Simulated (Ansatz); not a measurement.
Geometry optimisation, Ansatz 0.2.0, RKS PBE/6-31G.

input.yaml

```yaml
crystal:
  periodic: [false, false, false]
  atoms:
    - { symbol: C, position_ang: [0.9774, -1.4812, 0.4901] }
    - { symbol: C, position_ang: [1.0723, -0.0142, 0.0425] }
    - { symbol: O, position_ang: [2.3544, 0.5177, 0.3149] }
    - { symbol: C, position_ang: [0.5873, 0.4267, -1.2698] }
    - { symbol: Si, position_ang: [-0.3316, 1.1495, 0.2421] }
    - { symbol: Si, position_ang: [-2.4504, 0.4071, 0.4853] }
    - { symbol: H, position_ang: [1.767, -2.0377, 0.0597] }
    - { symbol: H, position_ang: [0.0264, -1.8751, 0.1456] }
    - { symbol: H, position_ang: [0.9939, -1.4993, 1.6114] }
    - { symbol: H, position_ang: [3.0476, 0.1868, -0.2854] }
    - { symbol: H, position_ang: [-0.1114, -0.2696, -1.8121] }
    - { symbol: H, position_ang: [1.0602, 1.1649, -1.8348] }
    - { symbol: H, position_ang: [-0.1349, 2.6497, 0.1943] }
    - { symbol: H, position_ang: [-3.2705, 0.6443, -0.7309] }
    - { symbol: H, position_ang: [-3.1493, 1.0464, 1.6208] }
    - { symbol: H, position_ang: [-2.4613, -1.0387, 0.7707] }
basis:
  gaussian: { orbitals: "6-31G" }
hamiltonian:
  xc: pbe
relax:
  f_tol: 0.02
  max_steps: 40
output:
  orbitals: {}
```

Launched with:

```bash
$ ansatz run input.yaml --threads 1 --pin off --max-ram 2048MiB --backend cpu --events-out ev --progress --plain --runs-dir out
```

**Question.** Where does it end, and by what steps?

**Answer.** The forces met the threshold. The force dipped under the threshold on the way, but the program's further checks kept it going. Limits of this set-up: no polarisation functions. After 16 steps the energy has fallen by 0.731 eV; H14 moved furthest, 0.67 Å.

```json
{"step": "0", "energy less start (eV)": "0.0000", "largest force component (eV/Å)": "3.193", "accepted": "yes"}
{"step": "1", "energy less start (eV)": "-0.6025", "largest force component (eV/Å)": "1.215", "accepted": "yes"}
{"step": "2", "energy less start (eV)": "-0.7038", "largest force component (eV/Å)": "0.474", "accepted": "yes"}
{"step": "3", "energy less start (eV)": "-0.6859", "largest force component (eV/Å)": "0.446", "accepted": "no"}
{"step": "4", "energy less start (eV)": "-0.7214", "largest force component (eV/Å)": "0.067", "accepted": "yes"}
{"step": "5", "energy less start (eV)": "-0.7248", "largest force component (eV/Å)": "0.033", "accepted": "yes"}
{"step": "6", "energy less start (eV)": "-0.7260", "largest force component (eV/Å)": "0.053", "accepted": "yes"}
{"step": "7", "energy less start (eV)": "-0.7269", "largest force component (eV/Å)": "0.089", "accepted": "yes"}
{"step": "8", "energy less start (eV)": "-0.7277", "largest force component (eV/Å)": "0.081", "accepted": "yes"}
{"step": "9", "energy less start (eV)": "-0.7287", "largest force component (eV/Å)": "0.065", "accepted": "yes"}
{"step": "10", "energy less start (eV)": "-0.7296", "largest force component (eV/Å)": "0.060", "accepted": "yes"}
{"step": "11", "energy less start (eV)": "-0.7299", "largest force component (eV/Å)": "0.071", "accepted": "yes"}
{"step": "12", "energy less start (eV)": "-0.7303", "largest force component (eV/Å)": "0.052", "accepted": "yes"}
{"step": "13", "energy less start (eV)": "-0.7304", "largest force component (eV/Å)": "0.027", "accepted": "yes"}
{"step": "14", "energy less start (eV)": "-0.7304", "largest force component (eV/Å)": "0.041", "accepted": "no"}
{"step": "15", "energy less start (eV)": "-0.7306", "largest force component (eV/Å)": "0.010", "accepted": "yes"}
{"step": "16", "energy less start (eV)": "-0.7307", "largest force component (eV/Å)": "0.006", "accepted": "yes"}
```

```xyz
16
Properties=species:S:1:pos:R:3
C 1.015 -1.438 0.542
C 1.092 -0.010 0.039
O 2.311 0.679 0.424
C 0.591 0.301 -1.381
Si -0.434 1.199 0.012
Si -2.608 0.454 0.492
H 1.787 -2.065 0.051
H 0.032 -1.891 0.327
H 1.183 -1.470 1.631
H 3.055 0.326 -0.137
H 0.128 -0.518 -1.943
H 1.226 0.954 -1.990
H -0.091 2.654 0.187
H -3.637 1.104 -0.413
H -2.998 0.745 1.927
H -2.674 -1.045 0.276
```

Time of the run: 120 s on 1 thread of Arm Neoverse V1, on a shared host, peak memory 0.15 GiB.
